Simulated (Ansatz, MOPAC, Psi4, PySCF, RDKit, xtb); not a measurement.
Pair of molecules: CH4 (SMILES C) (first 5 atoms) with C3H6 (SMILES C=CC); geometry from B3LYP-D3(BJ)/def2-TZVP, rigid monomers moved along the line of their centres of mass till H5···C7 is 2.75 Å.
(charge 0, multiplicity 1):
| atom | x (Å) | y (Å) | z (Å) |
|---|---|---|---|
| C | -0.1534 | 0.0077 | 0.5017 |
| H | -1.1901 | -0.2810 | 0.6712 |
| H | 0.2313 | -0.5192 | -0.3707 |
| H | -0.1019 | 1.0818 | 0.3264 |
| H | 0.4421 | -0.2475 | 1.3765 |
| C | 0.8709 | -1.0109 | 4.0168 |
| C | 0.4842 | 0.2566 | 4.0830 |
| C | -0.8908 | 0.7552 | 3.7727 |
| H | 0.1848 | -1.7975 | 3.7227 |
| H | 1.8843 | -1.3089 | 4.2529 |
| H | 1.2090 | 1.0099 | 4.3812 |
| H | -0.8679 | 1.4812 | 2.9551 |
| H | -1.5553 | -0.0602 | 3.4848 |
| H | -1.3261 | 1.2664 | 4.6361 |

```csv
level,interaction energy (kcal/mol),cost
MMFF94,0.86,-
UFF,-0.67,-
GFN-FF,-0.67,-
AM1,0.18,-
PM3,-0.51,-
PM6,-0.30,-
PM7,-1.01,-
GFN1-xTB,-0.62,-
GFN2-xTB,-0.67,-
HF/STO-3G (no counterpoise),1.14,-
HF/3-21G (no counterpoise),0.81,-
HF/6-31G*,2.05,-
HF/6-31G* (no counterpoise),1.48,-
HF/aug-cc-pVDZ,2.19,-
PBE/def2-TZVPPD,0.53,×1
PBE-D3(BJ)/def2-TZVPPD,-0.85,×1
PBE-D4/def2-TZVPPD,-0.78,×1
BP86/6-31G* (no counterpoise),1.05,-
r2SCAN/def2-TZVPPD,-0.11,×2
r2SCAN-D3(BJ)/def2-TZVPPD,-0.68,×2
r2SCAN-D4/def2-TZVPPD,-0.60,×2
B3LYP/3-21G (no counterpoise),0.04,-
B3LYP/6-31G*,1.35,-
B3LYP/6-31G* (no counterpoise),0.62,-
B3LYP/6-311+G** (no counterpoise),1.37,-
B3LYP/def2-TZVPPD,1.45,×1
B3LYP-D3(BJ)/def2-TZVPPD,-0.65,×1
B3LYP-D4/def2-TZVPPD,-0.47,×1
PBE0/def2-TZVPPD,0.52,×1
PBE0-D3(BJ)/def2-TZVPPD,-0.77,×1
PBE0-D4/def2-TZVPPD,-0.68,×1
M06-2X/6-31G* (no counterpoise),-1.40,-
wB97X-V/def2-TZVPPD,-0.58,×3
wB97M-V/def2-TZVPPD,-0.62,×4
MP2/6-31G*,0.78,-
MP2/6-31G* (no counterpoise),-0.35,-
MP2/aug-cc-pVDZ,-0.37,-
SCS-MP2/aug-cc-pVDZ,0.22,-
CCSD(T)/aug-cc-pVDZ,-0.25,×30
SAPT0/jun-cc-pV(D+d)Z,0.08,-
```

The rows run from -1.40 (M06-2X/6-31G* (no counterpoise)) to 2.19 kcal/mol (HF/aug-cc-pVDZ). In aug-cc-pVDZ the value moves HF 2.19, MP2 -0.37, CCSD(T) -0.25, a shift of -2.44 from HF to CCSD(T). The dispersion term adds -1.38 in PBE-D3(BJ), -1.31 in PBE-D4, -0.58 in r2SCAN-D3(BJ). The 6 functionals in def2-TZVPPD without D3 or D4 span 2.07, from wB97M-V to B3LYP.

Counterpoise-corrected where a basis set is named; no monomer relaxation. Rows marked so take none. RDKit's UFF carries no charges.

Cores are frozen in the correlated methods. Rows in 3-21G, 6-311+G**, 6-31G*, STO-3G carry no dispersion term and start afresh at each structure (6-31G* with six Cartesian d functions). MP2/6-31G* freezes PySCF's default core. The state that AM1, PM3, PM6, PM7 reach isn't checked; PM7 holds dispersion and hydrogen-bond terms.

The values were computed with Ansatz (an electronic-structure program); MOPAC for AM1, PM3, PM6, PM7 (differences of heats of formation); Psi4 for SAPT; PySCF for 3-21G rows, 6-311+G** rows, 6-31G* rows, STO-3G rows, the dispersion terms; RDKit for the force fields; xtb for the GFN methods. Each number belongs to the level named beside it.

Costs are rough ratios of core time to PBE/def2-TZVPPD (about 7 s over the structures, on one shared machine); a dash marks a level with no comparable run of its own.
